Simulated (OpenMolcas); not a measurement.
An OpenMolcas run meant for Os III (ANO-R1, X2C; inactive shells 1s 2s 2p 3s 3p 3d 4s 4p 4d 4f 5s 5p; intended active space 6 electrons in 5 orbitals (5d)). One step of its input:

```
&RASSCF
FileOrb=start.orb
Symmetry=1
Spin=5
nActEl=6 0 0
Inactive=15 19
Ras2=5 0
CIRoot=5 5 1
SDav=5
CIMx=300
Iter=2 100
PrWF=0.3
OrbListing=Nothing
MaxOrb=0
Atom
>>> COPY $Project.JobIph JOB001
```

Lines from the output:

```
...
      No convergence after  2 iterations
        3   1    5    0  -249.37482371   -3.37E-03*  2.49E-02   10  23 2  3.48E-02*  0.00   0.00    SX    NO
      Natural orbitals and occupation numbers for root  1
      sym 1:   2.000000   1.000000   1.000000   1.000000   1.000000
      Natural orbitals and occupation numbers for root  2
      sym 1:   1.000000   1.000000   1.000000   1.000000   2.000000
      Natural orbitals and occupation numbers for root  3
      sym 1:   1.000000   2.000000   1.000000   1.000000   1.000000
::    RASSCF root number  1 Total energy: -17249.37482371
::    RASSCF root number  2 Total energy: -17249.37482371
::    RASSCF root number  3 Total energy: -17249.37482371
::    RASSCF root number  4 Total energy: -17249.37482371
::    RASSCF root number  5 Total energy: -17249.37482371
                  YZ= -3.5922E-01              ZZ= -1.2105E+00
--
  Molden files will not be produced
      Average orbitals are written to the RASORB file
--- Stop Module: rasscf at  /rc=_RC_NOT_CONVERGED_ ---
.#######################.
.# Convergence problem #.
.#######################.
```

Q: What is wrong with the input?

A: The iteration limit is far too low, so the equations stop before they converge.
